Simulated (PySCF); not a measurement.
H2HfI2 (SMILES [I][HfH2][I]), singlet, geometry from GFN2-xTB (such geometries of metal compounds can be far from the true shape) (core potentials on Hf, I); M06/def2-SV(P) run with PySCF.

Here is a job for PySCF.
```python
from pyscf import gto, scf, dft

mol = gto.M(
    atom='''
Hf   -0.76624572   -0.43211545    0.54355670
I    -0.83512750    0.69617279   -2.02826489
I     1.92918833   -0.07918979    1.25216386
H    -1.75409959    0.60253026    1.62053960
H    -1.06143269   -2.19031726    0.37673281
''',
    basis='def2-sv(p)',
    ecp={'Hf': 'def2-sv(p)', 'I': 'def2-sv(p)'},
    verbose=4,
)

mf = dft.RKS(mol)
mf.xc = 'm06'
mf.kernel()
```

Task: What does PySCF print? Leave out banner, timings and long lists.

Result: 
```
PySCF version 2.14.0

[INPUT] verbose = 4
[INPUT] num. atoms = 5
[INPUT] num. electrons = 64
[INPUT] charge = 0
[INPUT] spin (= nelec alpha-beta = 2S) = 0
[INPUT] symmetry False subgroup None
[INPUT] Mole.unit = angstrom
[INPUT] Symbol           X                Y                Z      unit          X                Y                Z       unit  Magmom
[INPUT]  1 Hf    -0.766245720000  -0.432115450000   0.543556700000 AA   -1.447994554920  -0.816579854693   1.027173296172 Bohr   0.0
[INPUT]  2 I     -0.835127500000   0.696172790000  -2.028264890000 AA   -1.578162254093   1.315575908474  -3.832865150171 Bohr   0.0
[INPUT]  3 I      1.929188330000  -0.079189790000   1.252163860000 AA    3.645637586407  -0.149647014962   2.366246758478 Bohr   0.0
[INPUT]  4 H     -1.754099590000   0.602530260000   1.620539600000 AA   -3.314767820312   1.138617173163   3.062376018012 Bohr   0.0
[INPUT]  5 H     -1.061432690000  -2.190317260000   0.376732810000 AA   -2.005817083760  -4.139099747308   0.711921833038 Bohr   0.0

nuclear repulsion = 210.209692784846
number of shells = 35
number of NR pGTOs = 180
number of NR cGTOs = 81
basis = def2-sv(p)
ecp = {'Hf': 'def2-sv(p)', 'I': 'def2-sv(p)'}

******** <class 'pyscf.dft.rks.RKS'> ********
method = RKS
initial guess = minao
damping factor = 0
level_shift factor = 0
DIIS = <class 'pyscf.scf.diis.CDIIS'>
diis_start_cycle = 1
diis_space = 8
diis_damp = 0
SCF conv_tol = 1e-09
SCF conv_tol_grad = None
SCF max_cycles = 50
direct_scf = True
direct_scf_tol = 1e-13
XC library pyscf.dft.libxc version 7.1.2
    S. Lehtola, C. Steigemann, M. J. T. Oliveira, and M. A. L. Marques,  SoftwareX 7, 1–5 (2018)
XC functionals = m06
    Y. Zhao and D. G. Truhlar,  Theor. Chem. Acc. 120, 215 (2008)
    Y. Zhao and D. G. Truhlar,  Theor. Chem. Acc. 120, 215 (2008)
radial grids:
    Treutler-Ahlrichs [JCP 102, 346 (1995); DOI:10.1063/1.469408] (M4) radial grids

becke partition: Becke, JCP 88, 2547 (1988); DOI:10.1063/1.454033
pruning grids: <function nwchem_prune>
grids dens level: 3
symmetrized grids: False
atomic radii adjust function: <function treutler_atomic_radii_adjust>
small_rho_cutoff = 0
Set gradient conv threshold to 3.16228e-05
Initial guess from minao.
tot grids = 87328
init E= -568.917466288054
  HOMO = -1.0597801553812  LUMO = -1.02997851634182  gap/eV = 0.81094
cycle= 1 E= -641.571972977578  delta_E= -72.7  |g|=  3.8  |ddm|= 13.8
  HOMO = -0.0348349277965934  LUMO = -0.0107955601596448  gap/eV = 0.65414
cycle= 2 E= -633.140882815216  delta_E= 8.43  |g|= 4.73  |ddm|= 15.8
  HOMO = -0.0285988372155792  LUMO = -0.0109514621444765  gap/eV = 0.48021
cycle= 3 E= -641.865355529212  delta_E= -8.72  |g|= 1.98  |ddm|= 16.7
  HOMO = -0.316833065304835  LUMO = -0.267356923557118  gap/eV = 1.34631
cycle= 4 E= -644.010573374939  delta_E= -2.15  |g|= 1.51  |ddm|= 12.2
  HOMO = -0.249301921556209  LUMO = -0.119424254845057  gap/eV = 3.53415
cycle= 5 E= -644.703649734555  delta_E= -0.693  |g|= 0.395  |ddm|= 1.67
  HOMO = -0.280620215309311  LUMO = -0.13692218262568  gap/eV = 3.91022
cycle= 6 E= -644.72824614584  delta_E= -0.0246  |g|= 0.317  |ddm|= 0.866
  HOMO = -0.283721054368264  LUMO = -0.106950196399126  gap/eV = 4.81018
cycle= 7 E= -644.765304304603  delta_E= -0.0371  |g|= 0.0281  |ddm|= 0.407
  HOMO = -0.282977359125906  LUMO = -0.104961206359141  gap/eV = 4.84407
cycle= 8 E= -644.765665508726  delta_E= -0.000361  |g|= 0.00564  |ddm|= 0.0633
  HOMO = -0.282821437744828  LUMO = -0.104703707671825  gap/eV = 4.84683
cycle= 9 E= -644.765678156505  delta_E= -1.26e-05  |g|= 0.00278  |ddm|= 0.0135
  HOMO = -0.282677762028311  LUMO = -0.105014400854193  gap/eV = 4.83447
cycle= 10 E= -644.765681812164  delta_E= -3.66e-06  |g|= 0.000468  |ddm|= 0.00451
  HOMO = -0.282649844350018  LUMO = -0.105075232997224  gap/eV = 4.83205
cycle= 11 E= -644.765681934715  delta_E= -1.23e-07  |g|= 9.82e-05  |ddm|= 0.00118
  HOMO = -0.282647448487842  LUMO = -0.105058810665933  gap/eV = 4.83243
cycle= 12 E= -644.765681940308  delta_E= -5.59e-09  |g|= 2.47e-05  |ddm|= 0.000271
  HOMO = -0.282645723961249  LUMO = -0.105058890995686  gap/eV = 4.83238
cycle= 13 E= -644.765681940586  delta_E= -2.77e-10  |g|= 1.01e-05  |ddm|= 6.72e-05
  HOMO = -0.282645233292911  LUMO = -0.105059266463207  gap/eV = 4.83236
Extra cycle  E= -644.765681940586  delta_E=    0  |g|= 1.17e-05  |ddm|= 3.94e-05
converged SCF energy = -644.765681940586
```
